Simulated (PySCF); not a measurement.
**Spin–spin coupling constants**

Molfile (atoms numbered from 1):
```
C5H10Se
     RDKit          3D

 16 16  0  0  0  0  0  0  0  0999 V2000
    2.4144    0.3711    0.6112 C   0  0  0  0  0  0  0  0  0  0  0  0
    1.9101   -1.3153   -0.2065 Se  0  0  0  0  0  2  0  0  0  0  0  0
    0.0275   -1.3405    0.3162 C   0  0  0  0  0  0  0  0  0  0  0  0
   -0.8084   -0.2444   -0.2801 C   0  0  0  0  0  0  0  0  0  0  0  0
   -2.1407    0.0887    0.3307 C   0  0  0  0  0  0  0  0  0  0  0  0
   -1.0008    1.0553    0.4470 C   0  0  0  0  0  0  0  0  0  0  0  0
    3.4876    0.5050    0.4192 H   0  0  0  0  0  0  0  0  0  0  0  0
    2.2472    0.3446    1.6971 H   0  0  0  0  0  0  0  0  0  0  0  0
    1.8620    1.2069    0.1636 H   0  0  0  0  0  0  0  0  0  0  0  0
   -0.3245   -2.3293   -0.0182 H   0  0  0  0  0  0  0  0  0  0  0  0
   -0.0318   -1.3310    1.4165 H   0  0  0  0  0  0  0  0  0  0  0  0
   -0.7478   -0.1814   -1.3716 H   0  0  0  0  0  0  0  0  0  0  0  0
   -2.9691    0.3324   -0.3393 H   0  0  0  0  0  0  0  0  0  0  0  0
   -2.4400   -0.4594    1.2290 H   0  0  0  0  0  0  0  0  0  0  0  0
   -0.5273    1.1641    1.4271 H   0  0  0  0  0  0  0  0  0  0  0  0
   -1.0345    1.9791   -0.1364 H   0  0  0  0  0  0  0  0  0  0  0  0
  1  2  1  0
  2  3  1  0
  3  4  1  0
  4  5  1  0
  5  6  1  0
  6  4  1  0
  1  7  1  0
  1  8  1  0
  1  9  1  0
  3 10  1  0
  3 11  1  0
  4 12  1  0
  5 13  1  0
  5 14  1  0
  6 15  1  0
  6 16  1  0
M  END
```

Couplings: B3LYP/pcJ-1 (pcSseg-1 on Se) (without the spin–dipole term) in PySCF 2.14, geometry PBE0-D3(BJ)/def2-SVP; gas phase, one conformer, non-relativistic. Couplings are averaged over pairs made equivalent by symmetry, fast rotation or ring inversion, so a value needn't be that of the named pair in this geometry, while other rotamers aren't included; one pair stands for each set, and the list holds a selection of those of at least 1.5 Hz over up to four bonds.

Isotopes: 13C, 1H.

| pair | bonds | J (Hz) |
| --- | --- | --- |
| C1, H7 | 1 | 147.6 |
| C3, C4 | 1 | 48.0 |
| C3, H10 | 1 | 145.0 |
| C4, C5 | 1 | ? |
| C4, H12 | 1 | ? |
| C5, C6 | 1 | 15.3 |
| C5, H13 | 1 | 169.7 |
| C5, H14 | 1 | 167.0 |
| C4, H10 | 2 | -3.1 |
| C4, H14 | 2 | ? |
| C5, H15 | 2 | ? |
| C5, H16 | 2 | -2.2 |
| H7, H8 | 2 | -11.5 |
| H10, H11 | 2 | -14.3 |
| H13, H14 | 2 | ? |
| C1, H10 | 3 | 4.8 |
| C3, H7 | 3 | 3.6 |
| C3, H13 | 3 | 3.4 |
| C3, H14 | 3 | ? |
| C5, H10 | 3 | 2.7 |
| H10, H12 | 3 | ? |
| H12, H13 | 3 | ? |
| H12, H14 | 3 | 5.8 |
| H13, H15 | 3 | 6.5 |
| H13, H16 | 3 | 10.3 |
| H14, H15 | 3 | 10.8 |

**Question.** Estimate the withheld couplings, with signs.

**Answer.** 
- 1J(C4,C5) = 14.8 Hz (mean over equivalent pairs that range from 13.8 to 15.7 Hz in this conformer)
- 1J(C4,H12) = 169.2 Hz (bond length 1.095 Å, sp3 carbon)
- 2J(C4,H14) = -2.0 Hz (angle at C5 118°)
- 2J(C5,H15) = -1.9 Hz (angle at C6 118°)
- 2J(H13,H14) = -5.3 Hz (angle at C5 114°)
- 3J(C3,H14) = 6.8 Hz (dihedral angle 3°)
- 3J(H10,H12) = 8.0 Hz (mean over equivalent pairs that range from 3.1 to 12.8 Hz in this conformer)
- 3J(H12,H13) = 9.5 Hz (dihedral angle 2°)

Relativistic effects of the heavier atoms present are left out.
